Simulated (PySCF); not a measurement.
Computed properties of Cd(I)(OH) (CdHIO), SMILES [I][Cd][OH]

Cd(I)(OH) (CdHIO), SMILES [Cd]([OH])[I]. Geometry optimised at PBE0-D3(BJ)/def2-TZVP. The def2 effective core potentials stand for the cores of Cd, I; spin–orbit coupling is left out. One conformer was computed; it need not be the lowest. All values are computed for the isolated molecule unless a solvent is named; none is compared with measurement here.

**Structure.** The optimised structure has Cs symmetry. All 6 harmonic modes at PBE0-D3(BJ)/def2-TZVP (PySCF) are real, so it is a minimum. With heavy atoms numbered as in [Cd:1]([I:2])[OH:3], the shortest bond between them is Cd1–O3 at 1.970 Å and the longest Cd1–I2 at 2.572 Å.

**Vibrations.** The strongest infrared lines (harmonic, unscaled, degenerate partners summed) lie at 590 cm⁻¹ (87 km/mol, O 83 %, Cd 15 %), 3888 cm⁻¹ (65 km/mol, H 94 %), 788 cm⁻¹ (51 km/mol, H 93 %). The softest mode is at 97 cm⁻¹ and the zero-point energy is 8.1 kcal/mol.

**Electronic structure.** HF/def2-TZVPD (PySCF) places the frontier levels at -10.18 and 0.70 eV, a gap of 10.88 eV, and gives a dipole moment of 1.46 D and a mean polarisability of 64.2 bohr³.

**Excitations.** TDA-B3LYP/def2-SVPD (PySCF) has S1 at 4.18 eV (297 nm, f = 0.004, weak); the most intense of the 10 singlets computed lies at 5.65 eV (f = 0.08). T1 (TDA) is at 3.85 eV, 0.33 eV under S1. No vertical singlet excitation falls in the visible range (under 3.1 eV).
